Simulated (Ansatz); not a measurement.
`COC(=O)C(C)(C)C`. The species carries charge 0 and has multiplicity 1. The geometry is a stationary point of PBE0-D4/def2-TZVP.

```xyz
20

C    -1.035    0.997   -2.582
O    -0.755    0.851   -1.196
C     0.019   -0.195   -0.874
O     0.449   -0.961   -1.694
C     0.269   -0.270    0.624
C     0.983    1.008    1.069
C     1.137   -1.485    0.919
C    -1.074   -0.393    1.347
H    -1.551    0.116   -2.966
H    -0.113    1.136   -3.149
H    -1.670    1.877   -2.667
H     1.938    1.127    0.552
H     0.373    1.892    0.875
H     1.186    0.958    2.142
H     2.095   -1.422    0.401
H     1.325   -1.549    1.993
H     0.649   -2.406    0.596
H    -0.903   -0.467    2.424
H    -1.613   -1.289    1.030
H    -1.708    0.475    1.157
```

Task: What is the dipole moment at r2SCAN/def2-TZVPP? (Estimate.)

Result: Ansatz gave: 1.84 D, with components (-0.90, 1.43, 0.73) D in this frame, pointing from negative to positive charge.

Task: And with PBE, B3LYP, ωB97M-V? (Estimate.)

Result: The calculation gave: PBE 1.78 D, B3LYP 1.84 D, ωB97M-V 1.83 D.

Task: Give the Mulliken charges with r2SCAN, PBE, ωB97M-V in def2-TZVPP. (Best estimate.)

Result: The calculation gave: 
| atom | r2SCAN | PBE | ωB97M-V |
| --- | --- | --- | --- |
| C1 | -0.02 | -0.17 | -0.21 |
| O2 | -0.28 | -0.21 | -0.27 |
| C3 | 0.23 | 0.18 | 0.35 |
| O4 | -0.35 | -0.27 | -0.32 |
| C5 | 0.39 | 0.27 | -0.02 |
| C6 | -0.24 | -0.30 | -0.33 |
| C7 | -0.20 | -0.27 | -0.31 |
| C8 | -0.24 | -0.30 | -0.33 |
| H9 | 0.07 | 0.11 | 0.14 |
| H10 | 0.07 | 0.11 | 0.14 |
| H11 | 0.07 | 0.11 | 0.13 |
| H12 | 0.06 | 0.09 | 0.12 |
| H13 | 0.06 | 0.09 | 0.12 |
| H14 | 0.05 | 0.07 | 0.11 |
| H15 | 0.06 | 0.09 | 0.12 |
| H16 | 0.04 | 0.07 | 0.11 |
| H17 | 0.06 | 0.08 | 0.12 |
| H18 | 0.05 | 0.07 | 0.11 |
| H19 | 0.06 | 0.09 | 0.12 |
| H20 | 0.06 | 0.09 | 0.12 |

B3LYP here is the variant with VWN-RPA as its local correlation; programs differ in this.
